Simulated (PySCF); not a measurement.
# Excitation energies in several basis sets

Species: GeF₄.
Atom-mapped SMILES: `[F:1][Ge:2]([F:3])([F:4])[F:5]`

Geometry (PBE0-D3(BJ)/def2-SVP, Å), atoms numbered from 1 in this order:
```
atom  x, y, z in Å
F1     1.3267   -1.1029   -0.0788
Ge2    0.0187   -0.0213   -0.0198
F3     0.6086    1.5709   -0.0110
F4    -0.9756   -0.2531   -1.3769
F5    -0.8863   -0.2983    1.3900
```

TDDFT with PBE0 (PySCF), vertical singlets, core orbitals frozen in the response, spherical d and f functions. Isolated species at its PBE0-D3(BJ)/def2-SVP geometry, gas phase. The PBE0/6-31G* calculation is non-relativistic and has no spin–orbit coupling, an omission that weighs most on germanium.

Task: Compare 6-31G*, def2-SVP, def2-SVPD and def2-TZVP for this molecule.

Result: 

```json
{"basis": "6-31G*", "functions": "88", "diffuse": "no", "S1 (eV)": "8.58", "S2 (eV)": "8.58", "S3 (eV)": "8.58", "S4 (eV)": "9.18", "S5 (eV)": "9.18", "LUMO (eV)": "-1.72", "α (au)": "20.8"}
{"basis": "def2-SVP", "functions": "88", "diffuse": "no", "S1 (eV)": "8.75", "S2 (eV)": "8.75", "S3 (eV)": "8.76", "S4 (eV)": "9.38", "S5 (eV)": "9.39", "LUMO (eV)": "-1.75", "α (au)": "19.5"}
{"basis": "def2-SVPD", "functions": "130", "diffuse": "yes", "S1 (eV)": "8.79", "S2 (eV)": "8.79", "S3 (eV)": "8.79", "S4 (eV)": "9.42", "S5 (eV)": "9.43", "LUMO (eV)": "-2.21", "α (au)": "26.8"}
{"basis": "def2-TZVP", "functions": "172", "diffuse": "no", "S1 (eV)": "8.85", "S2 (eV)": "8.85", "S3 (eV)": "8.85", "S4 (eV)": "9.46", "S5 (eV)": "9.47", "LUMO (eV)": "-1.84", "α (au)": "23.8"}
```

States are compared by their number. Against the only diffuse basis here (def2-SVPD, itself not a converged limit), sets without diffuse functions differ by up to 0.21 eV in S1 and 0.24 eV in S5. State by state, the largest deviation of a set without diffuse functions is S1 0.21, S2 0.21, S3 0.21, S4 0.24, S5 0.24 eV. The same number needn't mean the same state in each row. Against def2-SVPD the polarisability deviates by -23% in 6-31G*, -27% in def2-SVP, -11% in def2-TZVP.
